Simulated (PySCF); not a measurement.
Bi(F)2(OH) (BiF2HO), SMILES [OH][Bi]([F])[F]. Atoms are numbered in the order given.

```xyz
5

Bi     0.0119     0.2711     0.0000
F      0.8506    -0.8541     1.4707
F      0.8506    -0.8541    -1.4707
O     -1.8229    -0.6844     0.0000
H     -1.7139    -1.6494     0.0000
```
Charge 0, spin multiplicity 1.

Geometry optimised at r2SCAN-D4/def2-SVP. The def2 effective core potentials stand for the cores of Bi; spin–orbit coupling is left out. The values are those of a single conformer.

All values below come from TDDFT-LC-ωPBE/def2-SVPD (PySCF 2.14.0).

Vertical excitations. The molecule is in vacuum. State labels are in the subgroup Cs.

| state | symmetry | energy (eV) | λ (nm) | f | main pairs |
|---|---|---|---|---|---|
| S1 | A" | 6.87 | 180 | 0.045 | HOMO→LUMO 93 % |
| S2 | A" | 7.03 | 176 | 0.016 | HOMO−1→LUMO+1 55 %, HOMO−1→LUMO+2 32 % |
| S3 | A' | 7.07 | 175 | 0.031 | HOMO−1→LUMO 51 %, HOMO→LUMO+1 40 % |
| S4 | A' | 7.21 | 172 | 0.065 | HOMO→LUMO+1 49 %, HOMO−1→LUMO 24 %, HOMO→LUMO+2 19 % |
| S5 | A" | 7.43 | 167 | 0.003 | HOMO−1→LUMO+2 48 %, HOMO−1→LUMO+1 40 % |
| S6 | A" | 8.03 | 154 | 0.020 | HOMO−2→LUMO 60 %, HOMO−3→LUMO+1 23 % |
| S7 | A' | 8.06 | 154 | 0.151 | HOMO−2→LUMO+1 42 %, HOMO→LUMO+2 23 %, HOMO−3→LUMO 12 %, HOMO−1→LUMO 8 % |
| S8 | A' | 8.14 | 152 | 0.147 | HOMO−3→LUMO 51 %, HOMO→LUMO+2 22 % |
| S9 | A' | 8.20 | 151 | 0.099 | HOMO−2→LUMO+1 45 %, HOMO−3→LUMO 24 %, HOMO→LUMO+2 10 % |
| S10 | A' | 8.41 | 147 | 0.029 | HOMO−4→LUMO 63 %, HOMO−2→LUMO+2 18 % |
| T1 | A" | 5.93 | 209 | 0 | HOMO→LUMO 85 % |
| T2 | A' | 6.06 | 205 | 0 | HOMO→LUMO+1 78 % |
| T3 | A' | 6.44 | 192 | 0 | HOMO→LUMO+2 70 % |
| T4 | A" | 6.44 | 192 | 0 | HOMO−1→LUMO+2 50 %, HOMO−1→LUMO+1 32 %, HOMO−1→LUMO+3 9 % |
Triplets are in the Tamm–Dancoff approximation, which puts them higher than full response would, so one can lie above its singlet here.
